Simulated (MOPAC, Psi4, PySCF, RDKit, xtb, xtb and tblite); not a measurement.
Two geometries of C6H6S2, SMILES c1(sc(cc1)S)C=C, relaxed at GFN2-xTB with one dihedral held; other torsions can differ between them too.

Structure A

```
14

C     -2.4951     1.0715    -0.8227
C     -1.9327     0.0204    -0.2324
C     -0.5203    -0.1766    -0.0668
C      0.1120    -1.2337     0.5316
C      1.5144    -1.1350     0.5369
C      1.9557     0.0079    -0.0630
S      3.6300     0.4940    -0.2560
S      0.6469     0.9842    -0.6460
H     -3.5621     1.1637    -0.9172
H     -1.8999     1.8728    -1.2297
H     -2.5452    -0.7759     0.1713
H     -0.4218    -2.0642     0.9586
H      2.1747    -1.8689     0.9616
H      3.3644     1.6366    -0.8854
```

Structure B

```
14

C     -2.4847     1.0686    -0.8156
C     -1.9265     0.0119    -0.2326
C     -0.5130    -0.1857    -0.0615
C      0.1089    -1.2552     0.5282
C      1.5096    -1.1452     0.5665
C      1.9572     0.0204     0.0200
S      3.6418     0.4672    -0.2224
S      0.6545     0.9846    -0.6069
H     -3.5513     1.1622    -0.9150
H     -1.8868     1.8734    -1.2114
H     -2.5412    -0.7889     0.1586
H     -0.4297    -2.0940     0.9318
H      2.1668    -1.8817     0.9918
H      3.5751     1.6492     0.3936
```

Question: Which is lower in energy at the level B3LYP-D3(BJ)/def2-SVP // GFN2-xTB (Psi4), and by how much?

Answer: B is lower, by 0.87 kcal/mol (dihedral S8–C6–S7–H14: 0° in A, 60° in B).

E(B) − E(A) in kcal/mol at the other levels, on the same two geometries: GFN2-xTB (xtb and tblite) 1.48; MMFF94 // GFN2-xTB (RDKit) 2.55; B3LYP/def2-SVP // GFN2-xTB (Psi4) -0.93; PBE/def2-SVP // GFN2-xTB (Psi4) -0.62; PBE-D3(BJ)/def2-SVP // GFN2-xTB (Psi4) -0.59; UFF // GFN2-xTB (RDKit) -6.05; PM3, restricted, heats of formation // GFN2-xTB (MOPAC) -0.02; PM7, restricted, heats of formation // GFN2-xTB (MOPAC) -0.73; GFN1-xTB // GFN2-xTB (xtb) 2.24; restricted B3LYP/6-31G*, spherical d, density fitting // GFN2-xTB (PySCF) -1.56; restricted Hartree-Fock/LANL2DZ, with its core potentials past Ne // GFN2-xTB (PySCF) -2.34; restricted Hartree-Fock/6-31G*, spherical d, density fitting // GFN2-xTB (PySCF) -2.17; restricted LDA (SVWN5)/6-31G*, spherical d, density fitting // GFN2-xTB (PySCF) -1.15.
